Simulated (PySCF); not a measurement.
A side-by-side comparison of computed properties.

First species: C6H9FN2.
SMILES: `[H]/N=C\C1=C(F)N(C)CC1`

Second species: C4H5Cl.
InChI=1S/C4H5Cl/c1-2-3-4-5/h1H,3-4H2

Levels: PBE0/pcSseg-1 for HOMO energy, LUMO energy and HOMO–LUMO gap. Geometries: GFN2-xTB. Each structure is a single optimised conformer of the isolated species, non-relativistic unless stated. Electronic properties by PySCF.

Dipoles, sizes and rotational constants follow the conformer. The torsions of the flexible species, by atom-mapped SMILES:
- `[CH:1]#[C:2][CH2:3][CH2:4][Cl:5]`: C2–C3–C4–Cl5 180°

The conformers of `[H]/N=C\C1=C(F)N(C)CC1` aren't listed.

Values for the first species:

* HOMO energy: -5.72 eV
* LUMO energy: -0.33 eV
* HOMO–LUMO gap: 5.39 eV

Problem. Estimate the same properties for the second species, and the change in each.

Solution. 
```tsv
property	first	second	second less first
HOMO energy	-5.72 eV	-8.13 eV	-2.41 eV
LUMO energy	-0.33 eV	0.30 eV	+0.63 eV
HOMO–LUMO gap	5.39 eV	8.43 eV	+3.04 eV
```

